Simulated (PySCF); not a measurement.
Molecule: C3H11NO2Si2, SMILES C[Si](O)(O)/C=C/[SiH2]N, singlet. Atoms near the plane z = 1.0 Å, at the GFN2-xTB optimised geometry (x, y, z in Å): Si1 (-0.3, 1.8, 0.2), O3 (-1.9, 1.9, 0.0), O4 (0.0, 2.5, 1.7), C5 (0.3, 0.0, 0.2), C6 (-0.5, -1.1, 0.0), Si7 (0.1, -2.9, 0.0), N8 (1.8, -2.9, 0.0), H14 (1.3, -0.2, 0.4), H15 (-1.5, -0.9, -0.2), H17 (-0.3, -3.6, 1.2), H18 (2.3, -3.8, 0.1).

Level of theory: PySCF 2.14.0 with CAM-B3LYP/def2-SVP. The values are rescaled to run from 0 to 1.

```
|222222222222222222222222222|
|222222222222222222222222222|
|222222222222222222222222222|
|222222222222222222222222222|
|222222222222222222222222222|
|222222222222222222222222222|
|222222222211221122222222222|
|222222222111341112222222222|
|222222222101571112222222222|
|222222222210241111222222222|
|222222222210010011222222222|
|222222222210121111222222222|
|222222222211121111222222222|
|222222222111100211122222222|
|222222222111220211122222222|
|222222222111121111222222222|
|222222222111111112222222222|
|222222222111111112222222222|
|222222222111100123222222222|
|222222222111320123222222222|
|222222222113992112212222222|
|222222222213992111111222222|
|222222222222332111112222222|
|222222222222221111112222222|
|222222222222222222222222222|
|222222222222222222222222222|
|222222222222222222222222222|
```
Scale: ten equal steps from 0.000 (start of '0') to 1.00 (end of '9'), in the order '0123456789'; x runs from -6.00 to 6.00, y from -6.00 (bottom) to 6.00 (top).

Which quantity is mapped?
A) Laplacian of the electron density
B) electrostatic potential
C) electron localisation function
D) deformation density (molecule minus spherical neutral atoms)

D, deformation density (molecule minus spherical neutral atoms). In full: deformation density (molecule minus spherical neutral atoms) (e/bohr³).
